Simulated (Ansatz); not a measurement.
BeH4Si (SMILES [BeH][SiH3]) moved off its minimum; all values from Ansatz (a program for electronic structure), cores frozen in correlated methods.
(charge 0, multiplicity 1)
```xyz
6

Be    -1.48610    -0.81807    -0.21113
H     -2.63410    -1.43126    -0.32501
Si     0.41441     0.22623     0.02101
H      1.01802    -0.04364     1.39678
H      0.24148     1.70016    -0.03561
H      1.40829    -0.16811    -0.96656
```

### Question
Give the forces (eV/Å), the total energy and the dipole at CCSD(T)/aug-cc-pV(T+d)Z.

### Answer

| atom | Fx | Fy | Fz |
|---|---|---|---|
| Be1 | 0.281 | 0.160 | 0.038 |
| H2 | -0.392 | -0.220 | -0.051 |
| Si3 | -0.126 | 0.048 | 1.050 |
| H4 | -0.204 | 0.047 | -0.523 |
| H5 | 0.019 | 0.074 | -0.098 |
| H6 | 0.423 | -0.108 | -0.416 |
Energy -306.1112 hartree, dipole 0.48 D.
